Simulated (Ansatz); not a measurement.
Ligand-field states of Mn(SH)2 (MnH2S2) at its PBE-D4/def2-TZVP geometry (relaxed as a sextet).

```xyz
5

Mn    0.1204    0.3876    0.1670
S    -0.7222    1.3737   -1.6754
H    -0.1601    0.4728   -2.5222
S     0.9264   -0.7174    1.9579
H    -0.1645   -1.5167    2.0726
```

CASSCF(5,5) on the Mn 3d shell in def2-TZVP, averaged with equal weights over 1 sextet and 12 quartets and 9 doublets, then SC-NEVPT2; Ansatz, no spin–orbit coupling. The space holds no ligand orbitals and no second d shell, so covalent complexes are described poorly.

Task: Estimate the states' energies above the lowest.

Result: 
```tsv
state	CASSCF (eV)	NEVPT2 (eV)
sextet 1	0.00	0.00
quartet 1	3.60	3.24
quartet 2	3.60	3.24
quartet 3	3.61	3.26
quartet 4	3.64	3.28
quartet 5	3.65	3.28
quartet 6	3.65	3.28
quartet 7	3.65	3.28
quartet 8	3.74	3.40
quartet 9	3.74	3.40
quartet 10	4.08	3.49
quartet 11	4.08	3.49
quartet 12	4.32	3.74
doublet 1	5.20	4.81
doublet 2	5.20	4.81
doublet 3	5.23	4.82
doublet 4	5.23	4.82
doublet 5	5.25	4.86
doublet 6	5.25	4.86
doublet 7	5.25	4.84
doublet 8	5.25	4.84
doublet 9	5.25	4.85
```
The lowest NEVPT2 state is a sextet. Run time 77 s (2 threads of Intel Xeon 6975P-C on a shared host).
